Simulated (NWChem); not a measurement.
The numbers come from NWChem runs, not from measurements. System: CdCl$_{2}$, charge 0, spin multiplicity 1, at a geometry optimised with PBE0/def2-SVP with def2 effective core potentials on Cd. The structure started from a generated list of species. Level: TD-PBE/def2-SVPD with def2 effective core potentials on Cd.

Input file:

```
start mol
memory heap 200 mb stack 900 mb global 1100 mb
geometry units angstroms nocenter noautoz
  Cd     0.000000     0.000000     0.000000
  Cl     0.000000     0.000000    -2.276545
  Cl     0.000000     0.000000     2.276545
  symmetry group D2h
end
basis spherical
  * library def2-svpd
end
ecp
  Cd library def2-ecp
end
dft
  xc xpbe96 cpbe96
  semidirect memsize 60000000 filesize 0
  iterations 100
end
tddft
  rpa
  nroots 6
  notriplet
  thresh 1e-4
end
task tddft energy
```

Output (cleaned and shortened):

```
             Northwest Computational Chemistry Package (NWChem) 7.3.0
             --------------------------------------------------------

                                NWChem Input Module
                                -------------------

 Scaling coordinates for geometry "geometry" by  1.889725989
 (inverse scale =  0.529177249)

 Turning off AUTOSYM since
 SYMMETRY directive was detected!

                             Geometry "geometry" -> ""
                             -------------------------

 Output coordinates in angstroms (scale by  1.889725989 to convert to a.u.)

  No.       Tag          Charge          X              Y              Z
 ---- ---------------- ---------- -------------- -------------- --------------
    1 Cd                  48.0000     0.00000000     0.00000000     0.00000000
    2 Cl                  17.0000     0.00000000     0.00000000    -2.27654500
    3 Cl                  17.0000     0.00000000     0.00000000     2.27654500

 Effective nuclear repulsion energy (a.u.)     412.9430267568

            Nuclear Dipole moment (a.u.)
            ----------------------------
        X                 Y               Z
 ---------------- ---------------- ----------------
     0.0000000000     0.0000000000     0.0000000000

      Symmetry information
      --------------------

 Group name             D2h
 Group number             26
 Group order               8
 No. of unique centers     2

      Symmetry unique atoms

     1    2


 Summary of "ao basis" -> "" (spherical)
 ------------------------------------------------------------------------------
       Tag                 Description            Shells   Functions and Types
 ---------------- ------------------------------  ------  ---------------------
 *                         def2-svpd                  on all atoms

 Summary of "ao basis" -> "ao basis" (spherical)
 ------------------------------------------------------------------------------
       Tag                 Description            Shells   Functions and Types
 ---------------- ------------------------------  ------  ---------------------
 Cd                        def2-svpd                12       34   5s4p2d1f
 Cl                        def2-svpd                11       27   5s4p2d

 Summary of "ao basis" -> "ao basis" (spherical)
 ------------------------------------------------------------------------------
       Tag                 Description            Shells   Functions and Types
 ---------------- ------------------------------  ------  ---------------------
 Cd                        def2-svpd                12       34   5s4p2d1f
 Cl                        def2-svpd                11       27   5s4p2d

      Symmetry analysis of basis
      --------------------------

        ag         22
        au          3
        b1g         4
        b1u        19
        b2g         8
        b2u        12
        b3g         8
        b3u        12

            General Information
            -------------------
          SCF calculation type: DFT
          Wavefunction type:  closed shell.
          No. of atoms     :     3
          No. of electrons :    54
           Alpha electrons :    27
            Beta electrons :    27
          Charge           :     0
          Spin multiplicity:     1
          Use of symmetry is: off; symmetry adaption is: on
          Maximum number of iterations: 100
          AO basis - number of functions:    88
                     number of shells:    34
[...]
  ----------------------------------------------------------------------------
     Transition Moments    X  0.00000   Y -0.00000   Z  0.00000
     Transition Moments   XX -0.00000  XY -0.00000  XZ  0.00064
     Transition Moments   YY -0.00000  YZ -1.47541  ZZ  0.00000
     Dipole Oscillator Strength                    0.0000000000
     Electric Quadrupole                           0.0000000528
     Magnetic Dipole                               0.0000000109
     Total Oscillator Strength                     0.0000000637

          sigma_e =   2.2663 Angstrom
          sigma_h =   2.4861 Angstrom
         |d_h->e| =   0.0000 Angstrom
            d_exc =   3.3882 Angstrom
            d_CD1 =   0.2198 Angstrom
            d_CD2 =  -2.3762 Angstrom
            d_CD3 =   3.3882 Angstrom
     Pearson C.C. =  -0.0145

     Occ.   27  b3g ---  Virt.   28  ag  -0.99982 X
  ----------------------------------------------------------------------------
  Root   2 singlet b2g            0.165810889 a.u.                4.5119 eV
  ----------------------------------------------------------------------------
     Transition Moments    X  0.00000   Y -0.00000   Z -0.00000
     Transition Moments   XX  0.00000  XY  0.00000  XZ  1.47541
     Transition Moments   YY  0.00000  YZ  0.00064  ZZ -0.00000
     Dipole Oscillator Strength                    0.0000000000
     Electric Quadrupole                           0.0000000528
     Magnetic Dipole                               0.0000000109
     Total Oscillator Strength                     0.0000000637

          sigma_e =   2.2663 Angstrom
          sigma_h =   2.4861 Angstrom
         |d_h->e| =   0.0000 Angstrom
            d_exc =   3.3882 Angstrom
            d_CD1 =   0.2198 Angstrom
            d_CD2 =  -2.3762 Angstrom
            d_CD3 =   3.3882 Angstrom
     Pearson C.C. =  -0.0145

     Occ.   26  b2g ---  Virt.   28  ag   0.99982 X
  ----------------------------------------------------------------------------
  Root   3 singlet b2u            0.180625614 a.u.                4.9151 eV
  ----------------------------------------------------------------------------
     Transition Moments    X -0.00906   Y  0.43219   Z -0.00000
     Transition Moments   XX  0.00000  XY -0.00000  XZ  0.00000
     Transition Moments   YY  0.00000  YZ  0.00000  ZZ  0.00000
     Dipole Oscillator Strength                    0.0225028809
     Electric Quadrupole                           0.0000000000
     Magnetic Dipole                               0.0000000000
     Total Oscillator Strength                     0.0225028809

          sigma_e =   2.2626 Angstrom
          sigma_h =   2.4568 Angstrom
         |d_h->e| =   0.0000 Angstrom
            d_exc =   3.3920 Angstrom
            d_CD1 =   0.1942 Angstrom
            d_CD2 =  -2.3597 Angstrom
            d_CD3 =   3.3920 Angstrom
     Pearson C.C. =  -0.0315

     Occ.   25  b2u ---  Virt.   28  ag  -0.99897 X
  ----------------------------------------------------------------------------
  Root   4 singlet b3u            0.180625614 a.u.                4.9151 eV
  ----------------------------------------------------------------------------
     Transition Moments    X -0.43219   Y -0.00906   Z  0.00000
     Transition Moments   XX -0.00000  XY -0.00000  XZ -0.00000
     Transition Moments   YY -0.00000  YZ -0.00000  ZZ -0.00000
     Dipole Oscillator Strength                    0.0225028815
     Electric Quadrupole                           0.0000000000
     Magnetic Dipole                               0.0000000000
     Total Oscillator Strength                     0.0225028815

          sigma_e =   2.2626 Angstrom
          sigma_h =   2.4568 Angstrom
         |d_h->e| =   0.0000 Angstrom
            d_exc =   3.3920 Angstrom
            d_CD1 =   0.1942 Angstrom
            d_CD2 =  -2.3597 Angstrom
            d_CD3 =   3.3920 Angstrom
     Pearson C.C. =  -0.0315

     Occ.   24  b3u ---  Virt.   28  ag   0.99897 X
  ----------------------------------------------------------------------------
  Root   5 singlet b1u            0.227190451 a.u.                6.1822 eV
  ----------------------------------------------------------------------------
     Transition Moments    X  0.00000   Y  0.00000   Z -0.52465
     Transition Moments   XX  0.00003  XY -0.00000  XZ -0.00000
     Transition Moments   YY  0.00003  YZ -0.00000  ZZ  0.00011
     Dipole Oscillator Strength                    0.0416901901
     Electric Quadrupole                           0.0000000000
     Magnetic Dipole                               0.0000000000
     Total Oscillator Strength                     0.0416901901

          sigma_e =   2.2665 Angstrom
          sigma_h =   2.4978 Angstrom
         |d_h->e| =   0.0000 Angstrom
            d_exc =   3.3582 Angstrom
            d_CD1 =   0.2313 Angstrom
            d_CD2 =  -2.3822 Angstrom
            d_CD3 =   3.3583 Angstrom
     Pearson C.C. =   0.0087

     Occ.   23  b1u ---  Virt.   28  ag   0.67674 X
     Occ.   26  b2g ---  Virt.   30  b3u -0.52046 X
     Occ.   27  b3g ---  Virt.   29  b2u -0.52046 X
  ----------------------------------------------------------------------------
  Root   6 singlet b1u            0.231223590 a.u.                6.2919 eV
  ----------------------------------------------------------------------------
     Transition Moments    X  0.00000   Y  0.00000   Z  0.00000
     Transition Moments   XX -0.00000  XY -0.00000  XZ -0.00000
     Transition Moments   YY  0.00001  YZ -0.00000  ZZ -0.00002
     Dipole Oscillator Strength                    0.0000000000
     Electric Quadrupole                           0.0000000000
     Magnetic Dipole                               0.0000000000
     Total Oscillator Strength                     0.0000000000

          sigma_e =   2.2223 Angstrom
          sigma_h =   2.4863 Angstrom
         |d_h->e| =   0.0000 Angstrom
            d_exc =   3.3373 Angstrom
            d_CD1 =   0.2640 Angstrom
            d_CD2 =  -2.3542 Angstrom
            d_CD3 =   3.3373 Angstrom
     Pearson C.C. =  -0.0016

     Occ.   26  b2g ---  Virt.   30  b3u -0.70705 X
     Occ.   27  b3g ---  Virt.   29  b2u  0.70705 X

              Target root =      1
          Target symmetry = none
      Ground state energy =  -1087.572784980449
        Excitation energy =      0.165810888043
     Excited state energy =  -1087.406974092407

  stored tddft:energy   -1087.4069740924067

 Task  times  cpu:       45.6s     wall:       45.6s

 Total times  cpu:       45.7s     wall:       45.7s
```
